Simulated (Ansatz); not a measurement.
Reactions of C$_{3}$H$_{5}$FSi (`CC1=C(F)[SiH2]1`).

Computed with Ansatz on PBE0-D4/def2-TZVP structures; ΔE is electronic, products minus reactants. CCSD(T)/CBS adds triple-zeta CCSD(T) − MP2 to the extrapolated MP2 energy (def2 sets, frozen cores). This one scheme is used for every species, atoms too. Open shells (•) are unrestricted, without spin–orbit coupling. Spin–orbit coupling would lower the free atoms: a little for C, F, Si. For Br outer-core shells are correlated without core-valence functions, so the limit isn't a true one: a few kJ/mol of doubt a bond, and 10 to 20 or more in all where bonds break to atoms. Scalar relativity is left out up to krypton. Each species was taken in one conformer, which may not be the lowest.

```
                                                              reaction  MP2/CBS(def2) (kJ/mol)  CCSD(T)/CBS(def2) (kJ/mol)
           `CC1=C(F)[SiH2]1` + `N=C(O)O` → `COC(=N)O` + `FC1=C[SiH2]1`                      62                          56
                                   `CC1=C(F)[SiH2]1` → `FC1C=C1[SiH3]`                      34                          35
                                    `CC1=C(F)[SiH2]1` → `CC1=C[SiH]1F`                    -238                        -229
                            `CC1=C(F)[SiH2]1` → 3 C• + F• + 5 H• + Si•                    3931                        3847
`CC1=C(F)[SiH2]1` + `FC([SiH3])CBr` → `CC1=C(F)[SiH]1F` + `[SiH3]CCBr`                    -262                        -249
                     `CC1=C(F)[SiH2]1` + H–F → `FC1=C(F)[SiH2]1` + CH₄                      85                          74
                                   `CC1=C(F)[SiH2]1` → `FC1C=C[SiH2]1`                     -55                         -60
                                 `CC1=C(F)[SiH2]1` → `FC1([SiH3])C=C1`                      68                          68
                                 `CC1=C(F)[SiH2]1` → `F/C=C1/C[SiH2]1`                      14                          11
                    `CC1=C(F)[SiH2]1` + HCl → `FC1=C(Cl)[SiH2]1` + CH₄                      28                          31
```

Largest T1 diagnostic: 0.014, for `FC1=C(F)[SiH2]1`.
